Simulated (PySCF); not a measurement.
Computed shifts of a molecule C3H7BO2, B3LYP/pcSseg-1 (PySCF), GIAO, gas phase, equivalent atoms averaged, in ppm (number of nuclei): ¹³C: 67.3 (1), 36.9 (1), 34.3 (1). ¹H: 5.86 (1), 4.40 (1), 1.92 (1), 1.83 (1), 1.64 (1), 1.47 (1), 1.00 (1). References: ¹⁷O against H2O (σ = 333.8 ppm); ¹¹B against BF3 (σ = 86.3 ppm); ¹³C against TMS (σ = 181.3 ppm); ¹H against TMS (σ = 31.68 ppm), references at their B3LYP-D3(BJ)/def2-TZVP geometries, non-relativistic. Coordinates come from a r2SCAN-D4/def2-SVP optimisation. The values are those of a single conformer.

**Question.** Which structure fits?
A. CBOC(C)=O
B. CB1OC[C@H]1O
C. C[C@@H]1COB1O
D. OB1CC(O)C1

**Answer.** D, OB1CC(O)C1
